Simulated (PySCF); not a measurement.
FeCl3, SMILES [Cl][Fe]([Cl])[Cl] (connectivity only; charge and spin as stated), neutral, multiplicity 6.

Geometry: B3LYP-D3(BJ)/def2-SVP. The multiplicity is an assumed one; other spin states were not compared. The isomer is the one that the SMILES or the coordinates give; other isomers of the formula were not compared.

The numbers are results of B3LYP-D3(BJ)/def2-SVP run with PySCF, not measurements.

Frequencies are harmonic and unscaled.

Modes within 1.5 cm⁻¹ of each other (mostly degenerate sets) share a row, with their intensities summed.

```csv
mode,ν (cm⁻¹),IR (km/mol),moving atoms (share of kinetic energy)
1,87,22.1,"Fe 66 %, Cl 34 %"
2–3,107,2.7,"Cl 84 %, Fe 16 %"
4,354,0.0,Cl 100 %
5–6,463,170.9,"Cl 50 %, Fe 50 %"
```
